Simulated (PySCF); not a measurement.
PySCF input (M06-L/def2-TZVPD):

```python
from pyscf import gto, scf, dft

mol = gto.M(
    atom='''
    Si   -0.39944634    0.20754497    0.70030370
    F    -1.58505953   -0.57367170   -0.17303181
    F    -0.41851597    1.63403646   -0.16193260
    Cl    1.38967225   -0.73228897   -0.39938659
    ''',
    basis='def2-tzvpd',
    charge=-1,
    spin=0,
    verbose=4,
)

mf = dft.RKS(mol, xc='m06l').density_fit(auxbasis='def2-universal-jkfit')
mf.grids.level = 4
mf.conv_tol = 1e-9
mf.max_cycle = 100
mf.max_memory = 1500
mf.kernel()
if not mf.converged:
    mf = mf.newton()
    mf.kernel(mf.make_rdm1())
mf.analyze()
```

Output:

```
PySCF version 2.14.0

[INPUT] verbose = 4
[INPUT] num. atoms = 4
[INPUT] num. electrons = 50
[INPUT] charge = -1
[INPUT] spin (= nelec alpha-beta = 2S) = 0
[INPUT] symmetry False subgroup None
[INPUT] Mole.unit = angstrom
[INPUT] Symbol           X                Y                Z      unit          X                Y                Z       unit  Magmom
[INPUT]  1 Si    -0.399446340000   0.207544970000   0.700303700000 AA   -0.754844184060   0.392203151831   1.323382197020 Bohr   0.0
[INPUT]  2 F     -1.585059530000  -0.573671700000  -0.173031810000 AA   -2.995328402832  -1.084082398414  -0.326982731738 Bohr   0.0
[INPUT]  3 F     -0.418515970000   1.634036460000  -0.161932600000 AA   -0.790880562057   3.087881386954  -0.306008264639 Bohr   0.0
[INPUT]  4 Cl     1.389672250000  -0.732288970000  -0.399386590000 AA    2.626099955408  -1.383825597340  -0.754731272924 Bohr   0.0

nuclear repulsion = 206.105539667956
number of shells = 59
number of NR pGTOs = 251
number of NR cGTOs = 169
basis = def2-tzvpd
ecp = {}

******** <class 'pyscf.df.df_jk.DFRKS'> ********
method = DFRKS
initial guess = minao
damping factor = 0
level_shift factor = 0
DIIS = <class 'pyscf.scf.diis.CDIIS'>
diis_start_cycle = 1
diis_space = 8
diis_damp = 0
SCF conv_tol = 1e-09
SCF conv_tol_grad = None
SCF max_cycles = 100
direct_scf = False
XC library pyscf.dft.libxc version 7.1.2
    S. Lehtola, C. Steigemann, M. J. T. Oliveira, and M. A. L. Marques,  SoftwareX 7, 1–5 (2018)
XC functionals = m06l
    Y. Zhao and D. G. Truhlar,  J. Chem. Phys. 125, 194101 (2006)
    Y. Zhao and D. G. Truhlar,  J. Chem. Phys. 125, 194101 (2006)
    Y. Zhao and D. G. Truhlar,  Theor. Chem. Acc. 120, 215 (2008)
radial grids:
    Treutler-Ahlrichs [JCP 102, 346 (1995); DOI:10.1063/1.469408] (M4) radial grids

becke partition: Becke, JCP 88, 2547 (1988); DOI:10.1063/1.454033
pruning grids: <function nwchem_prune>
grids dens level: 4
symmetrized grids: False
atomic radii adjust function: <function treutler_atomic_radii_adjust>
small_rho_cutoff = 0
Set gradient conv threshold to 3.16228e-05
Initial guess from minao.
tot grids = 115280
init E= -949.631494919853
  HOMO = -0.243017424860589  LUMO = -0.0389728533730609  gap/eV = 5.55234
cycle= 1 E= -949.525095178679  delta_E= 0.106  |g|= 0.888  |ddm|=    2
  HOMO = 0.0359192904927564  LUMO = 0.150095981485347  gap/eV = 3.10691
cycle= 2 E= -949.156941612866  delta_E= 0.368  |g|= 1.76  |ddm|=  1.7
  HOMO = 0.00198218048692667  LUMO = 0.151954752822494  gap/eV = 4.08096
cycle= 3 E= -949.659205110635  delta_E= -0.502  |g|= 0.136  |ddm|= 0.999
[...]
cycle= 12 E= -949.664127617751  delta_E= -4.72e-10  |g|= 1.08e-05  |ddm|= 0.000204
  HOMO = -0.0156654252122763  LUMO = 0.140212408958492  gap/eV = 4.24165
Extra cycle  E= -949.664127617727  delta_E= 2.39e-11  |g|= 1.79e-05  |ddm|= 6.78e-05
converged SCF energy = -949.664127617727
**** SCF Summaries ****
Total Energy =                        -949.664127617726649
Nuclear Repulsion Energy =             206.105539667956378
One-electron Energy =                -1738.170808800168516
Two-electron Energy =                  582.401141514485516
Two-electron Coulomb Energy =          652.799778125055923
DFT Exchange-Correlation Energy =      -70.398636610570435
HOMO-LUMO gap [eV] =                     4.241651917582320
**** MO energy ****
MO #1   energy= -100.951217343516  occ= 2
MO #2   energy= -65.6781846480727  occ= 2
MO #3   energy= -24.2835650245317  occ= 2
MO #4   energy= -24.2835362455123  occ= 2
MO #5   energy= -9.18154717671852  occ= 2
MO #6   energy= -6.88601627039591  occ= 2
MO #7   energy= -6.88245853348471  occ= 2
MO #8   energy= -6.88230910085478  occ= 2
MO #9   energy= -5.08378063472275  occ= 2
MO #10  energy= -3.39537066895628  occ= 2
MO #11  energy= -3.39463573418638  occ= 2
MO #12  energy= -3.3891815498816   occ= 2
MO #13  energy= -0.963169590204596 occ= 2
MO #14  energy= -0.94644785762818  occ= 2
MO #15  energy= -0.561963744455802 occ= 2
MO #16  energy= -0.305640661883793 occ= 2
MO #17  energy= -0.238269216730459 occ= 2
MO #18  energy= -0.210775443088065 occ= 2
MO #19  energy= -0.204276211018934 occ= 2
MO #20  energy= -0.177779003059046 occ= 2
MO #21  energy= -0.162043088160592 occ= 2
MO #22  energy= -0.148641193735429 occ= 2
MO #23  energy= -0.0919559634935084 occ= 2
MO #24  energy= -0.0911566723003718 occ= 2
MO #25  energy= -0.0156654252122763 occ= 2
MO #26  energy= 0.140212408958492  occ= 0
MO #27  energy= 0.15497121350104   occ= 0
MO #28  energy= 0.161901722003787  occ= 0
MO #29  energy= 0.172962901353761  occ= 0
MO #30  energy= 0.182670450612325  occ= 0
MO #31  energy= 0.193576006937972  occ= 0
MO #32  energy= 0.204906153405058  occ= 0
MO #33  energy= 0.21830658716835   occ= 0
MO #34  energy= 0.22955489954734   occ= 0
MO #35  energy= 0.257958890953898  occ= 0
MO #36  energy= 0.272640991435237  occ= 0
MO #37  energy= 0.283872647181746  occ= 0
MO #38  energy= 0.296690604231409  occ= 0
MO #39  energy= 0.299959779935495  occ= 0
MO #40  energy= 0.313343358044608  occ= 0
MO #41  energy= 0.316860140302567  occ= 0
MO #42  energy= 0.323193446777221  occ= 0
MO #43  energy= 0.328199377833284  occ= 0
MO #44  energy= 0.362044996875232  occ= 0
MO #45  energy= 0.378350096025788  occ= 0
MO #46  energy= 0.396356570708968  occ= 0
MO #47  energy= 0.397553231951264  occ= 0
MO #48  energy= 0.413173954191195  occ= 0
MO #49  energy= 0.414258311182985  occ= 0
MO #50  energy= 0.446370925632703  occ= 0
MO #51  energy= 0.502220823125088  occ= 0
MO #52  energy= 0.514527570454999  occ= 0
MO #53  energy= 0.518850311038574  occ= 0
MO #54  energy= 0.539169644910299  occ= 0
MO #55  energy= 0.561598514490611  occ= 0
MO #56  energy= 0.565323540161831  occ= 0
MO #57  energy= 0.567551939578892  occ= 0
MO #58  energy= 0.608932512940477  occ= 0
MO #59  energy= 0.652859112180862  occ= 0
MO #60  energy= 0.666663161182578  occ= 0
MO #61  energy= 0.672533216649508  occ= 0
MO #62  energy= 0.698520511228409  occ= 0
MO #63  energy= 0.737809691831474  occ= 0
MO #64  energy= 0.762887539738565  occ= 0
MO #65  energy= 0.771708419522828  occ= 0
MO #66  energy= 0.794349608887742  occ= 0
MO #67  energy= 0.799199333307145  occ= 0
MO #68  energy= 0.805857270701321  occ= 0
MO #69  energy= 0.81242584920851   occ= 0
MO #70  energy= 0.818675373796774  occ= 0
MO #71  energy= 0.819945267571486  occ= 0
MO #72  energy= 0.832716546507692  occ= 0
MO #73  energy= 0.835393358989223  occ= 0
MO #74  energy= 0.841398292699521  occ= 0
MO #75  energy= 0.871300025578273  occ= 0
MO #76  energy= 0.890352622226877  occ= 0
MO #77  energy= 0.905250833394938  occ= 0
MO #78  energy= 0.951475798436862  occ= 0
MO #79  energy= 1.02852330882032   occ= 0
MO #80  energy= 1.0565061042889    occ= 0
MO #81  energy= 1.14884468202633   occ= 0
MO #82  energy= 1.16052507148855   occ= 0
MO #83  energy= 1.18250792964031   occ= 0
MO #84  energy= 1.21937085758606   occ= 0
MO #85  energy= 1.22708215369379   occ= 0
MO #86  energy= 1.2547740731969    occ= 0
MO #87  energy= 1.27867507145766   occ= 0
MO #88  energy= 1.29494373956879   occ= 0
MO #89  energy= 1.30678017473634   occ= 0
MO #90  energy= 1.34440666529621   occ= 0
MO #91  energy= 1.37724741199668   occ= 0
MO #92  energy= 1.40207637654502   occ= 0
MO #93  energy= 1.43393818449712   occ= 0
MO #94  energy= 1.50912046350165   occ= 0
MO #95  energy= 1.58573673864944   occ= 0
MO #96  energy= 1.6177591440304    occ= 0
MO #97  energy= 1.67826373252081   occ= 0
MO #98  energy= 1.73892057427379   occ= 0
MO #99  energy= 1.7494812084503    occ= 0
MO #100 energy= 1.85326197700397   occ= 0
MO #101 energy= 1.99256954635331   occ= 0
MO #102 energy= 2.00002576008214   occ= 0
MO #103 energy= 2.19796011578002   occ= 0
MO #104 energy= 2.21635244585811   occ= 0
MO #105 energy= 2.24902426098667   occ= 0
MO #106 energy= 2.25019033670726   occ= 0
MO #107 energy= 2.25940360434299   occ= 0
[...]
```
